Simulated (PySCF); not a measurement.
Can point charges reproduce the dipole moment of `CC(C)[SiH2][SiH2]N`?

Coordinates (GFN2-xTB, Å) and charges (e) from the PBE0/pcSseg-1 density (PySCF):

| atom | x | y | z | Mulliken | IAO | Hirshfeld | ESP-fitted |
| --- | --- | --- | --- | --- | --- | --- | --- |
| C1 | -1.342 | 0.531 | 1.000 | -0.2456 | -0.4172 | -0.1236 | -0.4496 |
| C2 | -1.325 | 0.424 | -0.522 | -0.5834 | -0.3380 | -0.0988 | +0.3671 |
| C3 | -1.602 | -1.015 | -0.944 | -0.2468 | -0.4122 | -0.1194 | -0.5440 |
| Si4 | 0.339 | 1.040 | -1.245 | +0.2739 | +0.4152 | +0.2368 | +0.0178 |
| Si5 | 2.128 | -0.295 | -0.662 | +0.4800 | +0.6030 | +0.2789 | +0.6062 |
| N6 | 2.090 | -0.519 | 1.053 | -0.6325 | -0.8374 | -0.3115 | -0.9975 |
| H7 | -1.167 | 1.556 | 1.320 | +0.1148 | +0.1328 | +0.0347 | +0.0963 |
| H8 | -2.306 | 0.212 | 1.398 | +0.1116 | +0.1347 | +0.0375 | +0.1040 |
| H9 | -0.571 | -0.103 | 1.431 | +0.1227 | +0.1410 | +0.0294 | +0.1106 |
| H10 | -2.135 | 1.051 | -0.913 | +0.1457 | +0.1376 | +0.0363 | -0.0149 |
| H11 | -0.835 | -1.680 | -0.552 | +0.1254 | +0.1353 | +0.0371 | +0.1405 |
| H12 | -1.615 | -1.107 | -2.029 | +0.1213 | +0.1365 | +0.0375 | +0.1157 |
| H13 | -2.567 | -1.350 | -0.563 | +0.1134 | +0.1364 | +0.0389 | +0.1360 |
| H14 | 0.481 | 2.446 | -0.825 | -0.0554 | -0.1064 | -0.0816 | -0.0630 |
| H15 | 0.169 | 1.089 | -2.707 | -0.0510 | -0.1062 | -0.0828 | -0.0824 |
| H16 | 2.099 | -1.674 | -1.164 | -0.0854 | -0.1208 | -0.0818 | -0.1236 |
| H17 | 3.402 | 0.274 | -1.150 | -0.0981 | -0.1518 | -0.0986 | -0.1705 |
| H18 | 2.001 | 0.291 | 1.646 | +0.1945 | +0.2563 | +0.1128 | +0.3667 |
| H19 | 2.747 | -1.162 | 1.466 | +0.1948 | +0.2610 | +0.1184 | +0.3848 |

Question: What dipole does each set of charges give (1 e·Å = 4.803 D), and what does the density give?

Answer: The full density gives (0.34, -0.02, 1.15) D, 1.20 D in size; dipole vectors point from the negative to the positive end.

| scheme | μx | μy | μz | size (D) | share of the full size (%) | angle to the full dipole (°) |
| --- | --- | --- | --- | --- | --- | --- |
| Mulliken | 1.45 | -0.27 | -0.29 | 1.50 | 125 | 85 |
| IAO | 1.01 | 0.48 | -0.69 | 1.31 | 109 | 107 |
| Hirshfeld | 0.43 | -0.02 | 0.39 | 0.58 | 48 | 31 |
| ESP-fitted | 0.34 | 0.00 | 1.14 | 1.19 | 99 | 1 |

Question: Which set comes closest?

Answer: Length of the difference vector: ESP-fitted 0.02 D, Hirshfeld 0.77 D, Mulliken 1.84 D, IAO 2.02 D. Closest: ESP-fitted. The schemes that divide the density aren't constrained to reproduce the dipole.

Question: What is left for the Hirshfeld atoms' own dipoles?

Answer: The Hirshfeld atoms' densities add up to the full density, so μ = Σ q r + Σ (atomic dipoles). The atomic dipoles sum to (0.34, -0.02, 1.15) − (0.43, -0.02, 0.39) = (-0.09, 0.00, 0.76) D, 0.77 D in size.

Question: With the origin at the mean of the coordinates, (-0.001, 0.000, -0.209) Å, which are the largest single terms, by size, of the ESP-fitted dipole along the direction of the full one?

Answer: N6 -8.67, H19 +4.44, H18 +4.12, C3 +2.99, C1 -1.66 D; all 19 atoms together +1.19 D. The single terms depend on the origin, their sum doesn't.

Question: Give the size of the full dipole in other units.

Answer: 1.20 D = 0.473 au = 0.250 e·Å = 4.01 × 10⁻³⁰ C·m.

The structure is a single GFN2-xTB conformer in the gas phase; no vibrational or solvent corrections.

Conformer computed: `[CH3:1][CH:2]([CH3:3])[SiH2:4][SiH2:5][NH2:6]`: C1–C2–Si4–Si5 66°, C2–Si4–Si5–N6 -51°, H–N6–Si5–Si4 -50°, H–N6–Si5–Si4 173°.
